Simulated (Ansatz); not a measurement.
A trace of molecular dynamics of F$_{2}$H$_{7}$NW (11 atoms, charge 0, multiplicity 1).

Level of theory: RKS B3LYP/def2-SVP in Ansatz.

| Property | Result |
| --- | --- |
| ensemble | NVE (velocity Verlet) |
| starting velocities drawn for | 300 K |
| seed | 6407 |

```json
{"time (fs)": "0", "T (K)": "300", "potential energy less start (eV)": "0.000", "conserved less start (meV/atom)": "0.00"}
{"time (fs)": "3", "T (K)": "217", "potential energy less start (eV)": "0.098", "conserved less start (meV/atom)": "0.08"}
{"time (fs)": "6", "T (K)": "193", "potential energy less start (eV)": "0.125", "conserved less start (meV/atom)": "0.05"}
{"time (fs)": "9", "T (K)": "154", "potential energy less start (eV)": "0.170", "conserved less start (meV/atom)": "0.05"}
{"time (fs)": "12", "T (K)": "113", "potential energy less start (eV)": "0.219", "conserved less start (meV/atom)": "0.09"}
{"time (fs)": "15", "T (K)": "183", "potential energy less start (eV)": "0.137", "conserved less start (meV/atom)": "0.03"}
{"time (fs)": "18", "T (K)": "179", "potential energy less start (eV)": "0.141", "conserved less start (meV/atom)": "0.05"}
{"time (fs)": "21", "T (K)": "171", "potential energy less start (eV)": "0.151", "conserved less start (meV/atom)": "0.08"}
{"time (fs)": "24", "T (K)": "212", "potential energy less start (eV)": "0.102", "conserved less start (meV/atom)": "0.02"}
{"time (fs)": "27", "T (K)": "163", "potential energy less start (eV)": "0.161", "conserved less start (meV/atom)": "0.09"}
{"time (fs)": "30", "T (K)": "217", "potential energy less start (eV)": "0.097", "conserved less start (meV/atom)": "0.05"}
{"time (fs)": "33", "T (K)": "238", "potential energy less start (eV)": "0.073", "conserved less start (meV/atom)": "0.01"}
{"time (fs)": "36", "T (K)": "162", "potential energy less start (eV)": "0.162", "conserved less start (meV/atom)": "0.10"}
{"time (fs)": "39", "T (K)": "194", "potential energy less start (eV)": "0.123", "conserved less start (meV/atom)": "0.02"}
{"time (fs)": "42", "T (K)": "148", "potential energy less start (eV)": "0.177", "conserved less start (meV/atom)": "0.07"}
{"time (fs)": "45", "T (K)": "166", "potential energy less start (eV)": "0.156", "conserved less start (meV/atom)": "0.08"}
{"time (fs)": "48", "T (K)": "251", "potential energy less start (eV)": "0.057", "conserved less start (meV/atom)": "0.01"}
{"time (fs)": "51", "T (K)": "207", "potential energy less start (eV)": "0.109", "conserved less start (meV/atom)": "0.09"}
{"time (fs)": "54", "T (K)": "229", "potential energy less start (eV)": "0.083", "conserved less start (meV/atom)": "0.04"}
{"time (fs)": "57", "T (K)": "212", "potential energy less start (eV)": "0.102", "conserved less start (meV/atom)": "0.04"}
{"time (fs)": "60", "T (K)": "163", "potential energy less start (eV)": "0.161", "conserved less start (meV/atom)": "0.09"}
{"time (fs)": "63", "T (K)": "205", "potential energy less start (eV)": "0.111", "conserved less start (meV/atom)": "0.03"}
{"time (fs)": "66", "T (K)": "161", "potential energy less start (eV)": "0.162", "conserved less start (meV/atom)": "0.05"}
{"time (fs)": "69", "T (K)": "129", "potential energy less start (eV)": "0.200", "conserved less start (meV/atom)": "0.07"}
{"time (fs)": "72", "T (K)": "147", "potential energy less start (eV)": "0.178", "conserved less start (meV/atom)": "0.03"}
{"time (fs)": "75", "T (K)": "116", "potential energy less start (eV)": "0.215", "conserved less start (meV/atom)": "0.09"}
```

Is this trajectory sound?

The conserved energy stayed within 0.098 meV per atom of its start (net change 0.077 meV per atom), so the integration is sound. A run of 0.076 ps of so small a system gives no equilibrium averages. The orbitals stay closed-shell, which can raise the energy where a bond breaks towards radicals; this wasn't checked here. The time step was 0.5 fs.

Run time: 7.5 min on 2 threads of Intel(R) Xeon(R) CPU @ 2.60GHz (Ice Lake), with other jobs on the host, peak memory 0.26 GiB.
